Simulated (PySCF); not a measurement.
**PtS₂⁻: from structure and modes to constants**

All numbers come from UB3LYP/[Pt def2-SVPD with ECP60, S def2-SVPD], scalar-relativistic core potentials, density fitting, no spin–orbit coupling, PySCF.

The doublet minimum has C2v symmetry. Masses (u): Pt 194.96477, S 31.97207.

```xyz
3
charge -1 multiplicity 2, angstrom
Pt    0.0000    0.0000   -0.1072
S     2.1040    0.0000    0.3614
S    -2.1040    0.0000    0.3614
```

Harmonic wavenumbers (cm⁻¹): 57.0 (a1, ×1), 447.7 (a1, ×1), 449.4 (b2, ×1).

Find the principal moments of inertia and the rotational constants. What kind of rotor is it?

About the centre of mass I = 10.574, 283.06, 293.64 u Å². With B = 16.8576/I this gives 1.594, 0.05955, 0.05741 cm⁻¹. The molecule is an asymmetric top with κ = -1.00.

Find the vibrational entropy and heat capacity at 298.15 K.

With u = 1.43878 ω/T, each mode gives S = R[u/(eᵘ−1) − ln(1−e⁻ᵘ)] and C = R u² eᵘ/(eᵘ−1)².
| ω (cm⁻¹) | u | S (J/(mol K)) | C (J/(mol K)) |
| --- | --- | --- | --- |
| 57.0 | 0.275 | 19.08 | 8.26 |
| 447.7 | 2.161 | 3.36 | 5.71 |
| 449.4 | 2.169 | 3.34 | 5.70 |
The sums over all modes are S = 25.8 and C = 19.7 J/(mol K); the softest mode gives 74 % of the entropy.

Give the standard entropy (298.15 K, 1 bar) by its translational, rotational, vibrational and spin parts, and Cp.

Sackur–Tetrode with M = 258.91 u gives 178.2; rotation with symmetry number 2 gives 99.7; vibration 25.8; spin R ln 2 = 5.8. The total is 309.3 J/(mol K), and Cp = 4 R + 19.7 = 52.9 J/(mol K).

This need not be the most stable arrangement of these atoms. Open d and f shells are described by one determinant, and the ground state may have another occupation or spin. The lowest empty level of this anion is unbound, so it and the gap depend on the basis. No spin–orbit coupling is included, which matters more the heavier the element.
